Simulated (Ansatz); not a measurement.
Coupled-cluster run, `C1C[SiH2][SiH2]C1`.

```yaml
crystal:
  periodic: [false, false, false]
  atoms:
    - {symbol: C, position_ang: [-0.745871, 0.928697, 0.571961]}
    - {symbol: C, position_ang: [-0.123784, -0.187867, 1.420740]}
    - {symbol: Si, position_ang: [1.368718, -0.902356, 0.490072]}
    - {symbol: Si, position_ang: [0.507277, -0.310650, -1.601327]}
    - {symbol: C, position_ang: [-1.060788, 0.454060, -0.852702]}
    - {symbol: H, position_ang: [-0.051538, 1.776565, 0.525181]}
    - {symbol: H, position_ang: [-1.653453, 1.308893, 1.053394]}
    - {symbol: H, position_ang: [-0.854134, -0.992734, 1.562449]}
    - {symbol: H, position_ang: [0.146289, 0.172359, 2.416623]}
    - {symbol: H, position_ang: [2.625124, -0.184264, 0.844764]}
    - {symbol: H, position_ang: [1.573356, -2.353342, 0.750899]}
    - {symbol: H, position_ang: [0.214945, -1.419174, -2.550517]}
    - {symbol: H, position_ang: [1.322110, 0.711443, -2.316463]}
    - {symbol: H, position_ang: [-1.835438, -0.320628, -0.819718]}
    - {symbol: H, position_ang: [-1.454613, 1.268498, -1.465956]}
basis:
  gaussian: {orbitals: def2-TZVPP}
correlation: {method: ccsd_t}
```

```sh
$ ansatz run in.yaml --threads 4 --pin off --events-out ev --progress --plain --max-ram 10444MiB
```

The program prints (abridged):

```
Functional definition: HF
1809 factors; integrals over basis functions are off by at most 9.5e-4 eV
mean field evaluation 1: about -18971.3723 eV, gradient 3.7e1 eV
mean field evaluation 2: about -18971.6579 eV, gradient 3.7e1 eV
mean field evaluation 4: about -18975.8627 eV, gradient 4.7e0 eV
mean field evaluation 8: about -18975.9525 eV, gradient 2.3e-1 eV
mean field evaluation 16: about -18975.9528 eV, gradient 1.5e-6 eV
mean field -18975.95276454 eV, -697.3534017341 hartree, gradient 1.5e-6 eV, S^2 0.000000; 0 other end points of the search recorded, 0 dependent functions left out
13 core orbitals not correlated: weight in the atoms' cores, before any rotation towards them, 1.000 or more for the frozen orbitals, at most 0.000 for the correlated occupied ones
reference -18975.95276454 eV, -697.3534017341 hartree; 15, 15 occupied and 289, 289 virtual orbitals, 1809 factors
second order -20.94723833 eV of doubles, -0.00000000 eV of singles
cycle   1  -22.07985213 eV  change    -1.1e0 eV  update   1.0e-1
cycle   2  -22.69835943 eV  change   -6.2e-1 eV  update   3.0e-2
cycle   3  -22.77518728 eV  change   -7.7e-2 eV  update   1.2e-2
cycle   4  -22.76855983 eV  change    6.6e-3 eV  update   3.3e-3
cycle   5  -22.76806671 eV  change    4.9e-4 eV  update   1.3e-3
cycle   6  -22.76779632 eV  change    2.7e-4 eV  update   3.7e-4
cycle   7  -22.76766974 eV  change    1.3e-4 eV  update   1.1e-4
cycle   8  -22.76768605 eV  change   -1.6e-5 eV  update   3.7e-5
perturbative correction -0.93171206 eV, -0.0342397867 hartree
Total energy: -18999.65216265 eV, -698.2243385508 hartree
```

Run time 20 min (4 threads of an Arm Neoverse V1 on a shared host); peak host memory 4.5 GiB.

The correlation energy is -23.699 eV, 3.9 % of it from (T); the T1 diagnostic reads 0.0114.
